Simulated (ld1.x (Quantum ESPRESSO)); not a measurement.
## An all-electron radial function and its pseudo partner (N (Z = 7))

Columns: radius, all-electron u(r) and pseudo u(r) of the 2p shell (level -28.73 eV) of nitrogen in the configuration [He] 2s2 2p1.5; PBE, scalar-relativistic, PAW scheme, ld1.x (Quantum ESPRESSO) 7.5.

```json
{"r (bohr)": "0.080", "all-electron": "0.0593", "pseudo": "0.0128"}
{"r (bohr)": "0.160", "all-electron": "0.1838", "pseudo": "0.0503"}
{"r (bohr)": "0.240", "all-electron": "0.3254", "pseudo": "0.1098"}
{"r (bohr)": "0.320", "all-electron": "0.4606", "pseudo": "0.1874"}
{"r (bohr)": "0.400", "all-electron": "0.5787", "pseudo": "0.2777"}
{"r (bohr)": "0.480", "all-electron": "0.6758", "pseudo": "0.3748"}
{"r (bohr)": "0.560", "all-electron": "0.7521", "pseudo": "0.4727"}
{"r (bohr)": "0.640", "all-electron": "0.8090", "pseudo": "0.5654"}
{"r (bohr)": "0.720", "all-electron": "0.8474", "pseudo": "0.6478"}
{"r (bohr)": "0.800", "all-electron": "0.8694", "pseudo": "0.7160"}
{"r (bohr)": "0.880", "all-electron": "0.8770", "pseudo": "0.7672"}
{"r (bohr)": "0.960", "all-electron": "0.8729", "pseudo": "0.8005"}
{"r (bohr)": "1.040", "all-electron": "0.8590", "pseudo": "0.8160"}
{"r (bohr)": "1.120", "all-electron": "0.8375", "pseudo": "0.8153"}
{"r (bohr)": "1.200", "all-electron": "0.8101", "pseudo": "0.8008"}
{"r (bohr)": "1.280", "all-electron": "0.7783", "pseudo": "0.7759"}
{"r (bohr)": "1.360", "all-electron": "0.7435", "pseudo": "0.7436"}
{"r (bohr)": "1.440", "all-electron": "0.7068", "pseudo": "0.7072"}
{"r (bohr)": "1.520", "all-electron": "0.6689", "pseudo": "0.6691"}
{"r (bohr)": "1.600", "all-electron": "0.6307", "pseudo": "0.6307"}
{"r (bohr)": "1.680", "all-electron": "0.5928", "pseudo": "0.5928"}
{"r (bohr)": "1.760", "all-electron": "0.5554", "pseudo": "0.5554"}
{"r (bohr)": "1.840", "all-electron": "0.5191", "pseudo": "0.5191"}
{"r (bohr)": "1.920", "all-electron": "0.4841", "pseudo": "0.4841"}
{"r (bohr)": "2.000", "all-electron": "0.4505", "pseudo": "0.4505"}
{"r (bohr)": "2.080", "all-electron": "0.4185", "pseudo": "0.4185"}
```

Problem. How many radial nodes do the two functions have?

Solution. The all-electron 2p function has n − l − 1 = 0; the pseudo-wave has 0.

Problem. At about which radius was the pseudo-wave matched?

Solution. 1.60 bohr. The columns agree to 0.0005 from 1.36 bohr on; several derivatives are matched, so the curves merge somewhat inside the radius.

Problem. Where does each function peak?

Solution. Outermost all-electron maximum near 0.88 bohr, pseudo maximum near 1.04 bohr (to the table’s step).

Problem. Is the pseudo-wave norm-conserving?

Solution. No, it belongs to a PAW set: the norm inside the radius is not constrained, and the difference is carried by the augmentation charge.
